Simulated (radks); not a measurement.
The numbers below are computed, except where a source is named.
Excited configurations of Li+: one electron is placed in a higher orbital outside 1s1. The ground configuration is [He]. Code: a radial shooting solver on a logarithmic mesh with Libxc functionals. Model: non-relativistic Kohn-Sham, PBE, spin-polarised, spherical densities, point nucleus; open shells are filled with parallel spins first. Excitation = E - E(ground); binding = E(ion) - E, where the ion is the core of charge +2; n* = 2/sqrt(2 binding) in atomic units, and the quantum defect is n - n*.

| outer orbital | excitation (eV) | binding (eV) | n* | quantum defect | eigenvalue (eV) | <r> (bohr) |
|---|---|---|---|---|---|---|
| 3s | 67.977 | 7.383 | 2.715 | 0.285 | -5.865 | 5.711 |
| 5f | 72.984 | 2.376 | 4.785 | 0.215 | -1.859 | 15.03 |
| 7d | 74.081 | 1.280 | 6.521 | 0.479 | -1.061 | 32.73 |
| 7f | 74.096 | 1.264 | 6.561 | 0.439 | -1.038 | 31.64 |

Estimate the row for 7p.

Answer. excitation (eV) 74.044; binding (eV) 1.317; n* 6.428; quantum defect 0.572; eigenvalue (eV) -1.099; <r> (bohr) 32.72. The Delta-SCF ionisation energy is 75.361 eV (NIST Atomic Spectra Database: 75.640 eV, theoretical). Self-interaction in the functional shifts the binding energies and quantum defects, so they are the method's values and not measured ones.
